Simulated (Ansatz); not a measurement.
Ansatz (a quantum-chemistry and plane-wave program) input (HF/6-31G* with LANL2DZ past Ar): The .json file joins the Basis Set Exchange's 6-31G* for atoms up to Ar and LANL2DZ past it.

Ansatz 0.2 input:
```yaml
crystal:
  periodic: [false, false, false]
  atoms:
    - {symbol: Y, position_ang: [0.46271800, 0.32774800, -0.25989000]}
    - {symbol: O, position_ang: [-0.56370600, 1.57863500, -1.16077700]}
    - {symbol: Cl, position_ang: [-0.79625600, -1.49478000, 1.14246500]}
basis:
  gaussian:
    orbitals: 6-31Gs+LANL2DZ.json
hamiltonian:
  xc: {name: HF}
total_charge: -1
magnetization: {spin_polarized: true, initial_magnetization: 1}
relax: {f_tol: 0.003, max_steps: 120}
```

Output:

```
Functional definition: HF
integrals: 0.01 GiB planned
634 factors; integrals over basis functions are off by at most 2.3e-4 eV
mean field: 0.17 GiB planned
mean field evaluation 1: about -15560.7826 eV, gradient 2.5e1 eV
mean field evaluation 2: about -15560.8519 eV, gradient 2.6e1 eV
mean field evaluation 4: about -15564.5154 eV, gradient 1.7e0 eV
mean field evaluation 8: about -15564.6452 eV, gradient 4.2e-1 eV
mean field evaluation 16: about -15564.6589 eV, gradient 3.4e-5 eV
mean field evaluation 32: about -15557.9867 eV, gradient 2.6e1 eV
mean field evaluation 64: about -15563.8157 eV, gradient 3.3e0 eV
mean field evaluation 96: about -15560.2702 eV, gradient 5.2e0 eV
mean field evaluation 128: about -15562.7179 eV, gradient 5.2e-1 eV
mean field evaluation 160: about -15560.6610 eV, gradient 1.8e1 eV
mean field evaluation 192: about -15560.8953 eV, gradient 3.6e0 eV
mean field evaluation 224: about -15562.5214 eV, gradient 1.0e0 eV
mean field -15564.65892416 eV, -571.9906653580 hartree, gradient 3.4e-5 eV, S^2 0.754290; 0 other end points of the search recorded, 0 dependent functions left out
the calculation of the forces begins
reference -15564.65892416 eV, -571.9906653580 hartree; 19, 18 occupied and 37, 38 virtual orbitals, 634 factors
relax step   1: F+E_penalty+E_count = -15564.65892416 eV  Δ(F+E_penalty+E_count) = +0.000e0 eV  max|allowed force component| = 3.238e-1 eV/Å  Δτ_max = 0.0000 Å  (280 SCF iters, accepted)
these checks for a lower state are left out or cut short: starts, cluster_reference, orbital_swaps, neighbouring_geometries, increment
integrals: 0.01 GiB planned
634 factors; integrals over basis functions are off by at most 2.3e-4 eV
mean field: 0.17 GiB planned
mean field -15564.67574031 eV, -571.9912833403 hartree, gradient 2.2e-5 eV, S^2 0.754555; 0 other end points of the search recorded, 0 dependent functions left out
the calculation of the forces begins
reference -15564.67574031 eV, -571.9912833403 hartree; 19, 18 occupied and 37, 38 virtual orbitals, 634 factors
relax step   2: F+E_penalty+E_count = -15564.67574031 eV  Δ(F+E_penalty+E_count) = -1.682e-2 eV  max|allowed force component| = 5.725e-2 eV/Å  Δτ_max = 0.0685 Å  (58 SCF iters, accepted)
these checks for a lower state are left out or cut short: starts, cluster_reference, orbital_swaps, neighbouring_geometries, increment
integrals: 0.01 GiB planned
634 factors; integrals over basis functions are off by at most 2.3e-4 eV
mean field: 0.17 GiB planned
mean field evaluation 256: about -15564.6758 eV, gradient 2.8e-5 eV
mean field -15564.67582631 eV, -571.9912865006 hartree, gradient 2.8e-5 eV, S^2 0.754500; 0 other end points of the search recorded, 0 dependent functions left out
the calculation of the forces begins
reference -15564.67582631 eV, -571.9912865006 hartree; 19, 18 occupied and 37, 38 virtual orbitals, 634 factors
relax step   3: F+E_penalty+E_count = -15564.67582631 eV  Δ(F+E_penalty+E_count) = -8.600e-5 eV  max|allowed force component| = 5.021e-3 eV/Å  Δτ_max = 0.0017 Å  (44 SCF iters, accepted)
these checks for a lower state are left out or cut short: starts, cluster_reference, orbital_swaps, neighbouring_geometries, increment
integrals: 0.01 GiB planned
634 factors; integrals over basis functions are off by at most 2.3e-4 eV
mean field: 0.17 GiB planned
mean field -15564.67582724 eV, -571.9912865348 hartree, gradient 6.4e-5 eV, S^2 0.754495; 0 other end points of the search recorded, 0 dependent functions left out
the calculation of the forces begins
reference -15564.67582724 eV, -571.9912865348 hartree; 19, 18 occupied and 37, 38 virtual orbitals, 634 factors
relax step   4: F+E_penalty+E_count = -15564.67582724 eV  Δ(F+E_penalty+E_count) = -9.316e-7 eV  max|allowed force component| = 3.626e-4 eV/Å  Δτ_max = 0.0003 Å  (43 SCF iters, accepted)
integrals: 0.01 GiB planned
634 factors; integrals over basis functions are off by at most 2.3e-4 eV
mean field: 0.17 GiB planned
mean field evaluation 288: about -15560.1749 eV, gradient 4.5e0 eV
mean field evaluation 320: about -15561.1382 eV, gradient 1.7e1 eV
mean field evaluation 352: about -15562.6917 eV, gradient 7.4e-1 eV
mean field evaluation 384: about -15563.0600 eV, gradient 1.7e0 eV
mean field evaluation 416: about -15560.0002 eV, gradient 1.7e1 eV
mean field evaluation 448: about -15562.5500 eV, gradient 3.3e0 eV
mean field evaluation 480: about -15553.6361 eV, gradient 2.5e1 eV
mean field evaluation 512: about -15557.2216 eV, gradient 6.9e0 eV
mean field -15564.67582724 eV, -571.9912865348 hartree, gradient 6.4e-5 eV, S^2 0.754495; 1 other end points of the search recorded, 0 dependent functions left out
the calculation of the forces begins
reference -15564.67582724 eV, -571.9912865348 hartree; 19, 18 occupied and 37, 38 virtual orbitals, 634 factors
Total energy: -15564.67582724 eV, -571.9912865348 hartree
Atom 0 at     0.441332     0.343204    -0.270737 Å, force    -0.000363     0.000131    -0.000086 eV/Å
Atom 1 at    -0.541598     1.618135    -1.191002 Å, force     0.000263    -0.000119     0.000081 eV/Å
Atom 2 at    -0.796978    -1.549736     1.183537 Å, force     0.000100    -0.000012     0.000006 eV/Å
Dipole moment:     0.282857    -0.278185     0.198569 e Å
```

The dipole moment of an ion depends on the origin.

The geometry given is a B3LYP-D3(BJ)/def2-TZVP minimum.
